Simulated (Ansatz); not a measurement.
Geometry optimisation, Ansatz, RKS BHLYP/def2-SVP.

Input:

```yaml
crystal:
  periodic: [false, false, false]
  atoms:
    - { symbol: B, position_ang: [-1.0463, 1.5795, -0.3333] }
    - { symbol: C, position_ang: [-1.3005, 0.3378, 0.5637] }
    - { symbol: Al, position_ang: [0.4246, -0.5542, 0.843] }
    - { symbol: C, position_ang: [1.5753, -1.2062, -0.7074] }
    - { symbol: H, position_ang: [-0.6781, 1.5059, -1.4638] }
    - { symbol: H, position_ang: [-1.3772, 2.7101, 0.0672] }
    - { symbol: H, position_ang: [-1.6941, 0.643, 1.5489] }
    - { symbol: H, position_ang: [-1.9533, -0.3458, 0.0554] }
    - { symbol: H, position_ang: [1.0322, -0.7182, 2.379] }
    - { symbol: H, position_ang: [1.03396, -0.91281, -1.63535] }
    - { symbol: H, position_ang: [1.75264, -2.2162, -0.61269] }
    - { symbol: H, position_ang: [2.51441, -0.59894, -0.63466] }
basis:
  gaussian: { orbitals: def2-SVP }
hamiltonian:
  xc: { name: BHLYP }
relax:
  f_tol: 0.015
  max_steps: 40
```

Command:

```bash
$ ansatz run input.yaml --threads 2 --pin off --max-ram 3072MiB --backend cpu --events-out ev --progress --plain --runs-dir out
```

Question: Where does it end, and by what steps?

Answer: The run converged. The force dipped under the threshold on the way, but the program's further checks kept it going. After 19 steps the energy has fallen by 0.469 eV; H6 moved furthest, 0.52 Å.

```
step  energy less start (eV)  largest force component (eV/Å)  accepted
   0                  0.0000                           4.070       yes
   1                 -0.2505                           1.539       yes
   2                 -0.4124                           0.578       yes
   3                 -0.4411                           0.713       yes
   4                 -0.4555                           0.145       yes
   5                 -0.4368                           0.535        no
   6                 -0.4627                           0.065       yes
   7                 -0.4654                           0.074       yes
   8                 -0.4657                           0.144       yes
   9                 -0.4664                           0.069       yes
  10                 -0.4672                           0.029       yes
  11                 -0.4676                           0.020       yes
  12                 -0.4678                           0.023       yes
  13                 -0.4681                           0.034       yes
  14                 -0.4683                           0.031       yes
  15                 -0.4687                           0.022       yes
  16                 -0.4687                           0.057        no
  17                 -0.4688                           0.029       yes
  18                 -0.4690                           0.005       yes
  19                 -0.4690                           0.003       yes
```

```xyz
12
Properties=species:S:1:pos:R:3
B -1.149 1.704 -0.199
C -1.332 0.325 0.404
Al 0.492 -0.367 0.760
C 1.529 -1.258 -0.629
H -0.971 1.844 -1.382
H -1.085 2.683 0.498
H -1.814 0.295 1.386
H -1.730 -0.433 -0.281
H 1.059 -0.243 2.227
H 1.011 -1.314 -1.591
H 1.794 -2.279 -0.329
H 2.479 -0.734 -0.793
```

Time of the run: 57 s on 2 threads of Intel(R) Xeon(R) CPU @ 2.80GHz (Skylake/Cascade Lake), with other jobs on the host, peak memory 0.22 GiB.
